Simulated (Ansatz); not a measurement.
Species: ZnI2 (charge 0, singlet). 
Coordinates optimised at B3LYP-D3(BJ)/def2-TZVP (Ansatz, a program for electronic structure):
```
Zn
I 1 2.4340
I 1 2.4340 2 180.00
```
Charge 0, spin multiplicity 1.

CCSD(T) with Ansatz in growing basis sets, 26 correlated electrons. Cores are frozen in the correlated levels unless marked. Open shells are spin-unrestricted. No spin-orbit coupling. The frozen core is the preceding noble-gas configuration, with the filled d and f shells of earlier blocks. In def2 rows, elements after Kr have scalar-relativistic effective core potentials. Costs are ratios of core time to the smallest set, on shared machines of one kind, and rough; they hold the program's checks for lower states.

| basis | functions | cost over smallest | E(corr) (Eh) | electronic atomisation energy (kcal/mol) |
|---|---|---|---|---|
| def2-SVPD | 104 | 1× | -0.5086 | 107.4 |
| def2-TZVPPD | 185 | 4× | -0.7668 | 105.9 |

Formally CCSD grows as o²v⁴ and (T) as o³v⁴; with o = 13 and v going from 64 to 145 both grow 26-fold in the last step, while integrals and the mean field grow more slowly. That step adds 258.2 mEh of correlation energy and -1.5 kcal/mol to the atomisation energy.
